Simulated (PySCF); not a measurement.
Gas-phase reaction: 2 SnH3Cl + F2 ⇌ SnH2Cl2 + SnF2 + 4 H

Method: PySCF energies plus ideal-gas RRHO corrections (1 bar). † marks an energy on the PBE0/def2-TZVP geometry and frequencies. Open shells (unrestricted): H (multiplicity 2); the rest are closed-shell singlets. B3LYP is the form with VWN-RPA correlation. Sn: scalar-relativistic def2 core potential, no spin-orbit coupling. SnH3Cl, SnH2Cl2: computed as isolated molecules; such fragments, hydroxides, amides, oligomers or adducts are transient or little studied in the gas.

```
level              ΔH°(298 K), kJ
-----------------  --------------
B3LYP/def2-TZVP†              [?]
HF/def2-TZVP†                 -29
M06-2X/def2-TZVP†             145
PBE0/def2-SVP†                [?]
r2SCAN/def2-TZVP†             179
```

Problem. Complete the blanks.

Solution. 
- B3LYP/def2-TZVP†, ΔH°(298 K), kJ: 187
- PBE0/def2-SVP†, ΔH°(298 K), kJ: 202
